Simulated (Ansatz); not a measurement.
`F[B-]1(F)[Br+][B-](F)(F)[Br+]1`, one more setting.

```yaml
crystal:
  periodic: [false, false, false]
  atoms:
    - {symbol: F, position_ang: [1.928771, -1.356448, 0.453252]}
    - {symbol: B, position_ang: [0.554540, -1.197453, 0.620231]}
    - {symbol: F, position_ang: [-0.058582, -1.821701, 1.417540]}
    - {symbol: Br, position_ang: [-0.325702, -0.964949, -1.258203]}
    - {symbol: B, position_ang: [-0.595745, 1.213085, -0.516026]}
    - {symbol: F, position_ang: [-1.893057, 1.417224, -0.715464]}
    - {symbol: F, position_ang: [0.166165, 1.961213, -1.563634]}
    - {symbol: Br, position_ang: [0.250161, 0.939932, 1.103950]}
basis:
  gaussian: {orbitals: cc-pVTZ}
hamiltonian: {xc: {name: wB97X}}
output: {forces: true}
```

```sh
$ ansatz run in.yaml --threads 4 --pin off --events-out ev --progress --plain --max-ram 11315MiB
```

It prints (some lines left out):

```
Functional definition: wB97X
1800 factors; their error is unknown
284 factors; integrals over basis functions are off by at most 8.6e-6 eV
mean field evaluation 1: about -152318.8813 eV, gradient 6.2e1 eV
mean field evaluation 2: about -152317.7866 eV, gradient 7.5e1 eV
mean field evaluation 4: about -152324.7656 eV, gradient 2.8e0 eV
mean field evaluation 8: about -152324.7746 eV, gradient 1.5e-1 eV
mean field evaluation 16: about -152325.0340 eV, gradient 5.3e-4 eV
mean field -152325.03399399 eV, -5597.8417496628 hartree, gradient 3.9e-5 eV, S^2 0.000000; 0 other end points of the search recorded, 0 dependent functions left out
reference -152325.03396190 eV, -5597.8417484835 hartree; 58, 58 occupied and 208, 208 virtual orbitals, 1800 factors
Total energy: -152325.03396190 eV, -5597.8417484835 hartree
Atom 0 at     1.928771    -1.356448     0.453252 Å, force    -1.818601     0.303280     0.472688 eV/Å
Atom 1 at     0.554540    -1.197453     0.620231 Å, force     6.269736     3.560197    -6.975914 eV/Å
Atom 2 at    -0.058582    -1.821701     1.417540 Å, force    -4.482576    -4.742117     6.027725 eV/Å
Atom 3 at    -0.325702    -0.964949    -1.258203 Å, force     0.045414    -0.387576     0.011584 eV/Å
Atom 4 at    -0.595745     1.213085    -0.516026 Å, force     0.133118     2.106627    -6.535685 eV/Å
Atom 5 at    -1.893057     1.417224    -0.715464 Å, force     0.101789    -0.048588     1.017584 eV/Å
Atom 6 at     0.166165     1.961213    -1.563634 Å, force    -1.372703    -1.773413     2.994906 eV/Å
Atom 7 at     0.250161     0.939932     1.103950 Å, force     1.123823     0.981589     2.987112 eV/Å
Dipole moment:    -0.079305    -0.155210     0.533998 e Å
```

It took 19 s on 4 threads of an Arm Neoverse V2 on a shared host, with 1.4 GiB of host memory at the peak.
